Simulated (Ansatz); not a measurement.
Molecule: SbCl$_{2}$, charge 1, multiplicity 1. SMILES of the parent species: [Cl][Sb][Cl]
Structure (B3LYP-D3(BJ)/def2-TZVP (Ansatz, a program for electronic structure) minimum search):
```xyz
3

Sb     0.0105     0.0027     0.5827
Cl     0.9319    -1.4704    -0.8843
Cl    -0.9635     1.4623    -0.8637
```
Charge +1, spin multiplicity 1.

Parts of the frozen-core correlation energy in def2-QZVPPD (Ansatz, hartree). Frozen orbitals: 19; correlated occupied orbitals by spin: 9 and 9; virtual: 218 and 218. No spin-orbit coupling. In def2 rows, elements after Kr have scalar-relativistic effective core potentials.

```
term                             value
-------------------------  -----------
reference (HF)             -1158.09749
MP2 opposite-spin                    ?
MP2 same-spin                        ?
CCSD correlation              -0.54818
(T)                                  ?
T1 diagnostic                    0.017
largest doubles amplitude        0.046
```

Problem. Fill in the missing entries.

Solution. 
- MP2 opposite-spin, value: -0.39327
- MP2 same-spin, value: -0.12346
- (T), value: -0.02972
